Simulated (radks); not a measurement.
Q: Radial electron density D(r) = 4 pi r^2 rho(r) of an atom or ion with 59 electrons. Method: scalar-relativistic Kohn-Sham, LDA (Slater exchange, VWN5 correlation), spin-polarised, spherical densities, finite nucleus; Fermi nuclear charge, rms radius of each element as measured or else 0.836 A^(1/3) + 0.57 fm; computed with a radial shooting solver on a logarithmic mesh with Libxc functionals.

| r (bohr) | D(r) (e/bohr) | spin D(r) |
|---|---|---|
| 0.004534 | 34.49 | -0.0000113 |
| 0.006194 | 48.97 | 0.0000343 |
| 0.008462 | 64.59 | 0.000188 |
| 0.01156 | 77.36 | 0.000614 |
| 0.01579 | 82.35 | 0.00164 |
| 0.02158 | 78.15 | 0.00372 |
| 0.02948 | 72.66 | 0.00704 |
| 0.04027 | 79.91 | 0.0102 |
| 0.05546 | 100.8 | 0.00861 |
| 0.07576 | 108.0 | 0.000168 |
| 0.1035 | 89.59 | 0.00749 |
| 0.1414 | 82.67 | 0.115 |
| 0.1932 | 95.47 | 0.512 |
| 0.2639 | 72.61 | 1.54 |
| 0.3605 | 39.47 | 3.42 |
| 0.4926 | 43.88 | 5.31 |
| 0.6729 | 37.36 | 5.54 |
| 0.9193 | 18.05 | 4.17 |
| 1.256 | 10.62 | 2.37 |
| 1.716 | 5.952 | 0.879 |
| 2.363 | 1.576 | 0.183 |
| 3.228 | 0.2088 | 0.0674 |
| 4.41 | 0.06733 | 0.0633 |
| 6.025 | 0.03462 | 0.0346 |
| 8.231 | 0.006385 | 0.00639 |
| 11.24 | 0.0002637 | 0.000264 |

What is the nuclear charge?

A: Z = 62. The innermost maximum, from 1s, lies near gamma/Z bohr with gamma = sqrt(1 - (Z/c)^2) = 0.892, here 0.0144 bohr (found: 0.0158), and its height grows with Z. The density is that of the samarium ion Sm3+ in [Kr] 4d10 4f5 5s2 5p5.75 5f0.25; the configuration itself is not fixed sharply by these data, and Z only to a few units. D(r) has 4 maxima, at r = 0.0158, 0.0699, 0.196, 0.538 bohr, and minima at 0.0302, 0.129, 0.391 bohr, inside which lie 1.94, 11.18, 29.22 electrons.
